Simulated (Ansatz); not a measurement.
Rb3H4⁻, relaxed as a singlet with RKS PBE0-D4/def2-TZVPD in Ansatz, starting from the GFN2-xTB geometry. Force threshold 0.02 eV/Å.

In the def2 sets Rb takes a core potential; there is no spin–orbit coupling. The structure comes from a short search, and lower isomers may exist.

Start:

```xyz
7

Rb    2.673    0.220    0.229
Rb   -1.463    1.923    0.435
Rb   -1.296   -2.085   -0.645
H     0.177    0.115    0.021
H    -3.581    1.535    0.189
H    -0.063   -3.815   -1.033
H     3.551    2.107    0.804
```

(1) Estimate the energy that the relaxation releases and the steps that it takes.

(2) Does the start keep its bonding and symmetry?

(3) Predict the relaxed structure.

## Answers

(1) 41.3 kcal/mol, in 24 steps; 15 s on 4 threads of AMD EPYC 9R45 on a shared host. The force fell under the threshold at step 22, but the optimiser went on. No frequencies were taken in this run, so the end may be a saddle point.

(2) Bonds formed: Rb1–H6, Rb2–H7, Rb3–H5 (atoms count from 1). Point group Cs at the start, C3v at the end, both within 0.05 Å.

(3) 
Cartesian coordinates in Å:
```
Rb 2.183 -0.650 -0.216
Rb -0.487 2.192 0.440
Rb -1.673 -1.422 -0.648
H 0.093 0.485 -1.713
H -2.768 0.664 0.808
H 0.582 -2.904 -0.019
H 2.070 1.635 1.347
```
Bond lengths (bridged metal pairs left out): 9 × H–Rb 2.77 to 2.81 Å.
